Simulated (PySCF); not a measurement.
silole cation (C4H6Si), SMILES C1=C[SiH2]C=C1 (connectivity only; charge and spin as stated), charge +1, multiplicity 2.

Geometry: PBE-D3(BJ)/def2-SVP. The spin state was assumed, not searched.

Method: PBE-D3(BJ)/def2-SVP (PySCF).

Frequencies are harmonic and unscaled.

| mode | ν (cm⁻¹) | IR (km/mol) | moving atoms (share of kinetic energy) |
|---|---|---|---|
| 1 | 129 | 0.2 | H 52 %, C 45 % |
| 2 | 318 | 0.0 | C 55 %, H 45 % |
| 3 | 445 | 0.1 | H 83 %, Si 12 % |
| 4 | 481 | 7.1 | Si 49 %, C 45 % |
| 5 | 581 | 0.0 | H 97 % |
| 6 | 590 | 0.1 | C 60 %, Si 22 %, H 18 % |
| 7 | 654 | 5.0 | H 70 %, C 24 % |
| 8 | 704 | 101.4 | H 76 %, C 18 % |
| 9 | 712 | 0.7 | C 71 %, H 20 %, Si 9 % |
| 10 | 798 | 0.0 | H 72 %, C 28 % |
| 11 | 805 | 5.0 | C 55 %, H 33 %, Si 12 % |
| 12 | 850 | 43.9 | H 95 % |
| 13 | 905 | 0.0 | H 66 %, C 34 % |
| 14 | 990 | 0.0 | H 61 %, C 39 % |
| 15 | 1005 | 4.1 | H 51 %, C 48 % |
| 16 | 1062 | 6.5 | H 81 %, C 19 % |
| 17 | 1100 | 9.3 | H 91 %, C 9 % |
| 18 | 1252 | 2.2 | H 62 %, C 38 % |
| 19 | 1326 | 16.0 | C 62 %, H 37 % |
| 20 | 1421 | 84.3 | C 73 %, H 27 % |
| 21 | 1461 | 15.4 | C 89 %, H 11 % |
| 22 | 2205 | 0.3 | H 98 % |
| 23 | 2224 | 4.3 | H 95 % |
| 24 | 3117 | 0.1 | H 92 %, C 8 % |
| 25 | 3126 | 12.1 | H 91 %, C 9 % |
| 26 | 3137 | 36.8 | H 91 %, C 9 % |
| 27 | 3140 | 1.0 | H 91 %, C 9 % |
